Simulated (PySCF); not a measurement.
PySCF 2.14 output of a UHF calculation on a single atom or ion in cc-pVDZ (6s5p3d1f, 43 functions), with no relativity, point nucleus:

```
SCF conv_tol = 1e-09
number electrons alpha = 15  beta = 11
cycle= 1 E= -1262.45131558085  delta_E= -0.00355  |g|= 0.0183  |ddm|= 0.0367
cycle= 2 E= -1262.45139644093  delta_E= -8.09e-05  |g|= 0.00324  |ddm|= 0.00729
cycle= 3 E= -1262.45140170665  delta_E= -5.27e-06  |g|= 0.000763  |ddm|= 0.00472
cycle= 4 E= -1262.45140227184  delta_E= -5.65e-07  |g|= 0.000438  |ddm|= 0.00199
cycle= 5 E= -1262.45140251239  delta_E= -2.41e-07  |g|= 0.000113  |ddm|= 0.00146
cycle= 6 E= -1262.45140255601  delta_E= -4.36e-08  |g|= 4.54e-05  |ddm|= 0.0006
cycle= 7 E= -1262.45140256794  delta_E= -1.19e-08  |g|= 1.61e-05  |ddm|= 0.000305
cycle= 8 E= -1262.4514025695  delta_E= -1.56e-09  |g|= 2.71e-06  |ddm|= 0.000131
cycle= 9 E= -1262.45140256953  delta_E= -2.32e-11  |g|= 5.52e-07  |ddm|= 2.29e-05
converged SCF energy = -1262.45140256953  <S^2> = 6.0159984  2S+1 = 5.0063953
```

The run itself started from symmetry-adapted Hartree-Fock orbitals and held the occupation by maximum overlap, so the iterations belong to that start.

Question: Which element, charge and spin multiplicity is this?

Answer: Fe (iron, neutral), multiplicity 5; the state was [Ar] 3d6 4s2, high-spin 5D determinant.
